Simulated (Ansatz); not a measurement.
A run for Ansatz (a quantum-chemistry and plane-wave program): R-PBE0/def2-TZVPP on BGeH5O (SMILES O[BH][GeH3]), a point of a torsion scan.

Ansatz 0.2 input:
```yaml
crystal:
  periodic: [false, false, false]
  atoms:
    - {symbol: O, position_ang: [1.77686862, 0.71188374, 0.18599840]}
    - {symbol: B, position_ang: [1.01695625, -0.37482550, 0.25159140]}
    - {symbol: Ge, position_ang: [-0.27269978, -0.92501739, -1.22586011]}
    - {symbol: H, position_ang: [2.40754611, 0.84161952, -0.52029500]}
    - {symbol: H, position_ang: [0.75145504, -0.71600785, 1.34939594]}
    - {symbol: H, position_ang: [-0.66853364, -2.35831495, -1.41082831]}
    - {symbol: H, position_ang: [0.01031455, -0.46891657, -2.63226617]}
    - {symbol: H, position_ang: [-1.59304228, -0.27645018, -0.94320487]}
basis:
  gaussian:
    orbitals: def2-TZVPP
hamiltonian:
  xc: {name: PBE0}
scf: {lower_state_search: off}
```

Q: Predict the final total energy.

A: -2179.7477 hartree.
